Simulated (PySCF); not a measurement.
Coordinates in bohr (charge 0 multiplicity 1):
```
Al    0.0000    0.0000    0.0000
Cl    3.9400    0.0000    0.0000
Cl   -1.9700    3.4121    0.0000
Cl   -1.9700   -3.4121    0.0000
```

Level of theory: PBE/[Al def2-TZVP, Cl def2-TZVP], no relativity, density fitting, PySCF.

This geometry of AlCl₃ is a stationary point at this level.

(1) What is the point group?

(2) Is it a minimum?

(3) List the harmonic modes with their infrared intensities.

(4) What are the dipole moment and the gap between the highest occupied and lowest empty levels?

Answers

(1) D3h.

(2) Yes: all harmonic wavenumbers are real.

(3) 
| symmetry | ω (cm⁻¹) | IR (km/mol, summed over degenerate members) |
| --- | --- | --- |
| e' | 140 | 12.3 |
| a2'' | 195 | 27.6 |
| a1' | 372 | 0.0 |
| e' | 605 | 317 |

(4) 0.00 D and 5.72 eV.
